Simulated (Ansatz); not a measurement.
Basis-set series for GeH2I (`[GeH2][I]`) radical. Total charge 0; spin multiplicity 2. I: def2 effective core potential. Geometry: relaxed with PBE0-D4/def2-TZVP.

```tsv
functional	basis	functions	energy (Eh)	HOMO (eV)	LUMO (eV)
PBE0-D4	def2-SVP	68	-2375.38866	-6.45	-3.38
PBE0-D4	def2-TZVPP	126	-2375.66105	-6.47	-3.38
ωB97M-V	def2-SVP	68	-2375.49258	-8.38	-1.58
ωB97M-V	def2-TZVPP	126	-2375.76516	-8.42	-1.63
```

Question: Give the rows for def2-QZVPP. (An estimate is asked.)

Answer: Computed: 
```json
{"functional": "PBE0-D4", "basis": "def2-QZVPP", "functions": "231", "energy (Eh)": "-2375.70740", "HOMO (eV)": "-6.48", "LUMO (eV)": "-3.41"}
{"functional": "ωB97M-V", "basis": "def2-QZVPP", "functions": "231", "energy (Eh)": "-2375.81058", "HOMO (eV)": "-8.44", "LUMO (eV)": "-1.69"}
```

HOMO and LUMO are taken over both spins. Scalar relativity is left out up to krypton.
